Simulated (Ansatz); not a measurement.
A calculation with Ansatz (development build ahead of 0.2.0).

```yaml
crystal:
  periodic: [false, false, false]
  atoms:
    - { symbol: Sc, position_ang: [0.0, 0.0, -0.41581] }
    - { symbol: O, position_ang: [0.0, 0.0, 1.09151] }
basis:
  gaussian: { orbitals: cc-pVDZ }
magnetization:
  spin_polarized: true
  initial_magnetization: 1
hamiltonian:
  xc: hf
correlation:
  method: mp2
  frozen_orbitals: { O: 1, Sc: 5 }
```

The input is written out in the form of the current development build from the run's settings.

Output:

```json
{"Converged": "yes", "Reference energy": "-834.61990 hartree", "Correlation energy": "-0.42987 hartree", "Total energy": "-835.04977 hartree", "Spin squared of the determinant": "0.753"}
```
